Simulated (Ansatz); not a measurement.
Strength of the Au–H bond: AuH → Au + H

Species: AuH, singlet; Au atom, doublet; H atom, doublet. 

Shapes, held fixed at every level: PBE0-D4/def2-TZVP. Programs: Ansatz 0.2.0. The zero-point and thermal change to 298 K, harmonic and unscaled (PBE0-D4/def2-TZVP), is -9.7 kJ/mol.

```
                level                    kind  ΔH(298 K) (kJ/mol)  less CCSD(T)/def2-TZVPP  CPU time (sum over the molecules)
     SPW92/def2-TZVPP                     LDA              +355.7                    +62.4                             0.92 s
    PBE-D4/def2-TZVPP                     GGA              +298.8                     +5.5                              1.4 s
  B3LYP-D4/def2-TZVPP           global hybrid              +287.1                     -6.2                              1.5 s
   PBE0-D4/def2-TZVPP           global hybrid              +278.9                    -14.4                              1.9 s
r2SCAN0-D4/def2-TZVPP           global hybrid              +286.9                     -6.4                              1.9 s
   wB97X-V/def2-TZVPP  range-separated hybrid              +277.6                    -15.7                              3.2 s
    B2PLYP/def2-TZVPP           double hybrid              +286.0                     -7.3                                2 s
   CCSD(T)/def2-TZVPP   coupled cluster or CI              +293.3                      0.0                              3.1 s
```

The highest level, CCSD(T)/def2-TZVPP, gives ΔH(298 K) = +293.3 kJ/mol; the levels span +277.6 to +355.7. The column of differences is taken from that level and isn't an error. No measured value is set beside it here. T1 is large for AuH, so single-reference values are less sure there. Open shells run unrestricted unless RO is named. For atoms past krypton def2 sets carry core potentials with scalar relativity. Correlated rows may include outer-core shells of Au, which these sets cover unevenly. Times are processor times on shared x86 and Arm servers, and rough.
